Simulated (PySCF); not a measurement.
Species: C₇H₁₀Cl (doublet state).
SMILES with atom numbers: `[Cl:1][C@@H:2]1[C:3]2[CH2:4][CH2:5][CH2:6][C@@H:7]1[CH2:8]2` (hydrogens: H9 on C2; H10, H11 on C4; H12, H13 on C5; H14, H15 on C6; H16 on C7; H17, H18 on C8)

Structure used (GFN2-xTB), in Å, numbered top down from 1:
```xyz
18
C7H10Cl angstrom
Cl     2.4430   -1.7106    1.2336
C      0.9603   -0.7551    0.9897
C      0.0051   -1.3087   -0.0368
C     -1.3733   -0.7760    0.1475
C     -1.3495    0.7481   -0.1644
C      0.0184    1.3783    0.1424
C      1.1497    0.3667   -0.0495
C      0.7882   -0.6482   -1.1543
H      0.5811   -0.5030    1.9793
H     -2.0766   -1.2640   -0.5297
H     -1.7055   -0.9530    1.1721
H     -1.5747    0.8864   -1.2221
H     -2.1324    1.2513    0.4033
H      0.0485    1.7452    1.1713
H      0.1776    2.2340   -0.5167
H      2.1348    0.8358   -0.0900
H      0.2400   -0.2966   -2.0230
H      1.6566   -1.2244   -1.4645
```

The hyperfine couplings belong to this conformer and change with its torsions.

Theory: PySCF, UKS B3LYP, pcH-1 on C Cl H, non-relativistic, mean-field spin-orbit, GIAO. Isolated species at its GFN2-xTB geometry, gas phase. Couplings are sensitive to structure, and on GFN2-xTB geometries they can be far from those on DFT ones. The SCF solution wasn't tested for stability.

Question: Where do the isotropic ENDOR lines of C3, C7, C5, C2, C4, H16, H10, H18, H11 and Cl1 fall at 1217.9 mT, to first order?

Answer: ν± = |νn ± a/2|, one line for each electron-spin manifold; νn = |g_N| × 7.62259 MHz/T × B.

```
nuclei  isotope     g_N  νn (MHz)  a_iso (MHz)  lower line (MHz)  upper line (MHz)
    C3      13C  1.4048     13.04       265.00            119.46            145.54
    C7      13C  1.4048     13.04        49.98             11.95             38.03
    C5      13C  1.4048     13.04        37.87              5.89             31.97
    C2      13C  1.4048     13.04       -16.09              5.00             21.09
    C4      13C  1.4048     13.04       -12.39              6.85             19.24
   H16       1H  5.5857     51.86        66.54             18.59             85.12
   H10       1H  5.5857     51.86        47.63             28.04             75.67
   H18       1H  5.5857     51.86        40.76             31.48             72.23
   H11       1H  5.5857     51.86         4.81             49.45             54.26
   Cl1     35Cl  0.5479      5.09        12.68              1.25             11.42
```

The rows for 13C, of low natural abundance, apply to labelled samples.

Question: Which pairs are centred on the nuclear Larmor frequency, and which on half the coupling?

Answer: Centred on νn, since |a| < 2νn: C2, C4, H16, H10, H18 and H11. Centred on |a|/2 and split by 2νn: C3, C7, C5 and Cl1.

Question: At what field would the lower line of H10 fall to zero frequency?

Answer: Where νn = |a|/2, that is B = 23.81 MHz/(5.5857 × 7.62259 MHz/T) = 559 mT, as far as first order holds there.

Couplings of abundant isotopes left out: H13 (4.1 MHz), H17 (3.3 MHz), H12 (-2.8 MHz), H15 (1.5 MHz) and H9 (-1.0 MHz).

Main isotope only: 35Cl (natural samples also hold 24 % 37Cl, magnetic too, which adds its own pattern).
